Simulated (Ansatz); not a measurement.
Gas-phase electronic energies from Ansatz, PBE0-D4/def2-TZVP geometries. CCSD(T)/CBS adds triple-zeta CCSD(T) − MP2 to the extrapolated MP2 energy (def2 sets, frozen cores). This one scheme is used for every species. Functionals use def2-TZVPP. HSE06 is defined as in plane-wave codes. Each species was taken in one conformer, which may not be the lowest.

`N=CC=O` + `OC[SiH2]Cl` → `O=COC[SiH2]Cl` + `C=N`  (substitution at a C–C bond)

Question: Is it downhill or uphill in electronic energy at CCSD(T)/CBS, and by how much? (An estimate is asked.)

Answer: The calculation gave: Downhill: ΔE = -47.2 kJ/mol.

Question: What do these levels give: BLYP-D4, B97M-V, r2SCAN0-D4, HSE06-D4, r2SCANh, SCS-MP2/def2-TZVPP? (An estimate is asked.)

Answer: The calculation gave: BLYP-D4 -53.0, B97M-V -51.8, r2SCAN0-D4 -54.3, HSE06-D4 -50.8, r2SCANh -54.0, SCS-MP2/def2-TZVPP -49.5 kJ/mol.

Largest T1 diagnostic among the species: 0.015.

At CCSD(T), def2-SVP lies −7.1 kJ/mol from the extrapolated value and def2-TZVPP −2.3 kJ/mol. Leaving LDA and LC-ωPBE aside and taking each functional with its dispersion term where it has one, the values, not all of them listed here, spread over 5.2 kJ/mol, from r2SCAN-D4 to revPBE-D4. LDA lies −6.4 kJ/mol from PBE without D4.
